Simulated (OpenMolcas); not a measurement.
# Lines of Cu⁴⁺: computed and rescaled rates

```json
{
  "Program": "OpenMolcas",
  "Method": "CASSCF",
  "Basis": "ANO-R3 [7s5p5d3f2g1h]",
  "Scalar Hamiltonian": "X2C, finite nucleus",
  "Active space": "7 electrons in 5 orbitals (3d)",
  "State averaging": "2S+1 = 4 even, 10 roots; 2S+1 = 2 even, 40 roots",
  "Spin-orbit coupling": "RASSI with atomic mean-field integrals over the reference wave functions, term energies averaged over their components"
}
```

Rates come from the transition moments of the reference wave functions (E1 and E2 in the length form). At fixed line strength A goes as λ^-3 for E1 and M1 and as λ^-5 for E2, so a rate at the computed wavelength can be rescaled to the measured one. Measured vacuum wavelengths follow from level energies in Sugar and Musgrove, J. Phys. Chem. Ref. Data 19, 527 (1990). Branching counts decays inside the model space alone, at computed energies, and the table is only a selection of the E2 and M1 lines, drawn from those between levels with measured partners whose computed energy lies within a factor of 1.5 of the measured one.

```csv
Upper,Lower,Type,λ computed (nm),λ measured (nm),A computed (s-1),A rescaled (s-1),Branching %
3d7 4F 3/2,3d7 4F 5/2,M1,13070,13010,2.90e-02,2.94e-02,100.0
3d7 4F 5/2,3d7 4F 7/2,M1,8874,8746,8.29e-02,8.66e-02,100.0
3d7 4F 7/2,3d7 4F 9/2,M1,6416,6189,1.28e-01,1.43e-01,100.0
3d7 2P 3/2,3d7 4P 5/2,M1,1230,1616,7.88e-01,,31.3
3d7 2H 11/2,3d7 2G 9/2,M1,1216,1278,1.98e-01,,97.7
3d7 2P 1/2,3d7 4P 1/2,M1,1173,1555,1.06e+00,,91.9
3d7 2H 9/2,3d7 2G 9/2,M1,1043,1081,6.82e-01,,71.3
3d7 4P 3/2,3d7 4F 5/2,E2,440.7,546.3,6.73e-02,2.30e-02,32.2
3d7 4P 1/2,3d7 4F 3/2,E2,440.1,543.3,1.14e-01,3.98e-02,51.0
3d7 4P 1/2,3d7 4F 5/2,E2,425.8,521.5,8.74e-02,3.17e-02,39.3
3d7 2G 9/2,3d7 4F 7/2,M1,424.2,477.1,6.08e-01,,23.1
3d7 4P 3/2,3d7 4F 7/2,E2,419.8,514.1,1.18e-01,4.28e-02,56.4
3d7 2G 7/2,3d7 4F 5/2,M1,417.4,468.6,5.63e-01,,38.4
3d7 4P 5/2,3d7 4F 9/2,E2,400.8,480.2,2.18e-01,8.83e-02,72.8
3d7 2G 7/2,3d7 4F 7/2,M1,398.6,444.8,7.77e-01,,53.0
3d7 2G 9/2,3d7 4F 9/2,M1,397.9,443,2.02e+00,,76.9
3d7 2P 3/2,3d7 4F 5/2,M1,329,412.3,6.97e-01,,27.7
3d7 2F 7/2,3d7 2G 7/2,M1,319.2,385,7.99e-01,,25.7
3d7 2D 5/2(1),3d7 4F 7/2,M1,288.9,340.7,4.09e+00,,79.9
3d7 2D 3/2(1),3d7 4F 3/2,M1,284.5,336,1.83e+00,,27.3
3d7 2D 3/2(1),3d7 4F 5/2,M1,278.4,327.5,3.59e+00,,53.5
3d7 2F 5/2,3d7 4F 3/2,M1,185.7,217.6,6.55e-01,,30.6
3d7 2F 7/2,3d7 4F 9/2,M1,172.5,199.7,6.47e-01,,20.8
3d7 2D 3/2(2),3d7 2G 7/2,E2,159.3,189.6,2.55e+01,1.07e+01,61.2
3d7 2D 5/2(2),3d7 2G 9/2,E2,153.8,181.5,2.52e+01,1.10e+01,52.0
```

Spin-changing lines and M1 lines between different terms are not rescaled, since their strength hangs on the term gaps too.

The largest correction is for 3d7 4P 3/2 → 3d7 4F 5/2 (E2): 6.73e-02 × (440.7 / 546.3)^5 = 2.30e-02 s-1, a factor of 0.34.

The computed rate and branching of 3d7 4F 7/2 → 3d7 4F 9/2 give the upper level a radiative lifetime of 1.000 / 1.28e-01 s-1 = 7.81e+00 s, counting decays inside the model space alone. The rescaled rate gives about 7.0e+00 s.

The computed order of these levels differs from the measured one in 3 places, and where term gaps are wrong the rates of spin-changing lines can be off by large factors.

These are rates of the free ion; in crystals, glasses and complexes forced electric-dipole and non-radiative decay shorten such lifetimes by orders of magnitude. No measured rate stands beside these. Rescaling mends the energy factor alone: line strengths can still be far off where a level mixes with configurations outside the active space, and weak or spin-changing lines hang on small mixing coefficients that depend on the term gaps too, so rescaling need not improve them.

Without dynamic correlation excited terms often stand tens of per cent too high (terms of higher spin than the ground term too low), and those without a measured partner can miss by more than the paired ones. Measured partners are found by configuration, term and J. A level has none where our copy of the source lacks it or the pairing is in doubt (some pairs that miss far off the trend of their configuration count as doubtful). Levels of configurations outside the active space are missing.

A number in round brackets counts repeated terms of one configuration in the order of the reference energies.
